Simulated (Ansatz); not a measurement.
Molecule: CuCl (charge 0, singlet). SMILES: [Cl][Cu]
Geometry from a B3LYP-D3(BJ)/def2-TZVP (Ansatz, a first-principles code) optimisation:
```
Cu
Cl 1 2.0922
```

Property: atomisation energy (electronic, to ground-state atoms), in eV. Valence correlation only, unless marked. Open shells are spin-unrestricted. No spin-orbit coupling. The frozen core is the preceding noble-gas configuration, with the filled d and f shells of earlier blocks. Non-relativistic. FCI takes restricted orbitals. The coupled-cluster limit lacks core correlation, which all-electron functionals hold. Basis-set limits of correlation are two-point, X^-3; Hartree-Fock from the larger set.

```tsv
level	program	atomisation energy (eV)
r2SCAN/def2-TZVPD	Ansatz	3.78
```

Task: Estimate the value at CCSD(T)/CBS(def2-TZVPPD,def2-QZVPPD) as computed with Ansatz.

Result: 3.80 eV, so r2SCAN/def2-TZVPD differs from it by -0.02 eV.
